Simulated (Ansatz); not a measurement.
Ansatz (a first-principles code) input (CCSD(T)/6-31G):

Ansatz 0.2 input:
```yaml
crystal:
  periodic: [false, false, false]
  atoms:
    - {symbol: C, position_ang: [-2.06347136, 0.21128564, -0.36785135]}
    - {symbol: N, position_ang: [-0.92275750, -0.65105368, -0.44890692]}
    - {symbol: Ge, position_ang: [0.70590361, 0.04231818, 0.16495245]}
    - {symbol: H, position_ang: [-1.86904969, 1.25419698, -0.65722679]}
    - {symbol: H, position_ang: [-2.41275384, 0.24972249, 0.67776668]}
    - {symbol: H, position_ang: [-2.89098908, -0.18046721, -0.96617831]}
    - {symbol: H, position_ang: [1.81913522, -0.59917230, -0.67468814]}
    - {symbol: H, position_ang: [0.75164309, 1.58405788, 0.04906351]}
    - {symbol: H, position_ang: [0.85322966, -0.37285791, 1.64224113]}
basis:
  gaussian:
    orbitals: 6-31G
magnetization: {spin_polarized: true, initial_magnetization: 1}
correlation: {method: ccsd_t, electrons: outside_noble_gas}
```

End of the output:

```
reference -59068.33654608 eV, -2170.7213301119 hartree; 10, 9 occupied and 33, 34 virtual orbitals, 702 factors
second order -6.30509142 eV of doubles, -0.00000000 eV of singles
coupled cluster: 0.31 GiB planned
cycle   1  -7.45659043 eV  change   -2.1e-4 eV  update   8.8e-4
cycle   2  -7.45683271 eV  change   -2.4e-4 eV  update   6.0e-4
cycle   3  -7.45693821 eV  change   -1.1e-4 eV  update   3.5e-4
cycle   4  -7.45703570 eV  change   -9.7e-5 eV  update   1.7e-4
cycle   5  -7.45723069 eV  change   -1.9e-4 eV  update   1.2e-4
cycle   6  -7.45737459 eV  change   -1.4e-4 eV  update   1.0e-4
cycle   7  -7.45720605 eV  change    1.7e-4 eV  update   6.5e-5
cycle   8  -7.45715105 eV  change    5.5e-5 eV  update   2.9e-5
cycle   9  -7.45718592 eV  change   -3.5e-5 eV  update   1.5e-5
cycle  10  -7.45719674 eV  change   -1.1e-5 eV  update   4.2e-6
perturbative correction -0.15686268 eV, -0.0057645973 hartree
Total energy: -59075.95060550 eV, -2171.0011416346 hartree
```

It need not be the lowest isomer of its formula.
